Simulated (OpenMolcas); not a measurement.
**Computed levels of Zr IV**

```
Program             : OpenMolcas
Method              : XMS-CASPT2, IPEA 0.25 Eh, imaginary shift 0.1 Eh (closed shells correlated: 4s 4p)
Basis               : ANO-RCC-VTZP [7s6p4d2f1g]
Scalar Hamiltonian  : DKH2, point nucleus
Active space        : 1 electron in 5 orbitals (4d)
State averaging     : 2S+1 = 2 even, 5 roots
Spin-orbit coupling : state interaction with AMFI integrals over the reference wave functions, term energies averaged over their components
```

With spin-orbit coupling, above the lowest level:

| Configuration | Term | J | E (cm-1) | Measured (cm-1) | g | Term weight % |
| --- | --- | --- | --- | --- | --- | --- |
| 4d | 2D | 3/2 | 0.0 | 0.0 | 0.800 | 100 |
| 4d | 2D | 5/2 | 1226 | 1251 | 1.200 | 100 |

Against the measured value (the list in Rauch et al., Astron. Astrophys. 599, A142 (2017)): 4d 2D 5/2: computed 1226, measured 1251 cm-1 (-2.0 %).

Spin-orbit coupling puts the lowest level 735 cm-1 below the lowest spin-free term.

CASPT2 breaks the degeneracy within a term, and the mean is taken; among the terms shown or strongly mixed into the levels shown the widest spread is 53 cm-1 (4d 2D). With one active electron, CASPT2 adds the correlation within the correlated inactive shells and between them and that electron, and leaves the splitting within a term as the reference gives it. Computed and measured levels are paired by configuration, term and J; levels that our copy of the source lacks, or whose pairing is in doubt (as where it misses far off the trend of its configuration), stay unpaired and out of the deviations. Only configurations of the active space appear.

The term weight is that of the spin-free term in the level, not the purity of its configuration.
